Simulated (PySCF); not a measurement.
# Molecular orbitals of SmB

B2PLYP at R = 2.380 Å; Sm x2c-SVPall, B x2c-SVPall; spin-free X2C with a Gaussian nucleus (PySCF 2.14). State: decet, about 6.0 electrons in the 4f shell (Mulliken), real f orbitals that mix terms. Only the outer orbitals are listed, counted within each symmetry.

```csv
spin,orbital,occ.,ε (eV),on Sm (%),main shells (%)
α,8π,1,-5.37,29,"71 B p, 23 Sm d"
α,8π,1,-5.37,29,"71 B p, 23 Sm d"
α,15σ,1,-4.33,79,"65 Sm s, 19 B p, 13 Sm p"
α,16σ,0,-0.87,56,"41 B p, 34 Sm d, 19 Sm s"
α,9π,0,0.25,97,"60 Sm p, 37 Sm d"
α,9π,0,0.25,97,"60 Sm p, 37 Sm d"
β,14σ,0,-1.08,92,"74 Sm s, 12 Sm p"
β,7π,0,0.20,60,"53 Sm d, 40 B p"
β,7π,0,0.20,60,"53 Sm d, 40 B p"
```

Which are the highest filled and the lowest empty level, where do they sit, and how wide is the gap?

Highest filled α 15σ at -4.33 eV (in %: 65 Sm s, 19 B p, 13 Sm p); lowest empty β 14σ at -1.08 eV (in %: 74 Sm s, 12 Sm p); the gap at B2PLYP is 3.25 eV.

The bond order (Mayer) is 1.57, the ⟨S²⟩ is 24.761 and the charge on Sm (Mulliken, basis-dependent) is 0.38. The charge on Sm (Löwdin, basis-dependent) is 0.16. The dipole moment (positive dipole means Sm(−)B(+)) is -4.00 D.

Correlated steps freeze 19 core orbitals. Spin–orbit coupling is left out. B2PLYP dipoles, levels and charges come from its SCF part alone. The state is the lowest single determinant that the PBE0 search found; with open d or f shells the true ground state can be another one.
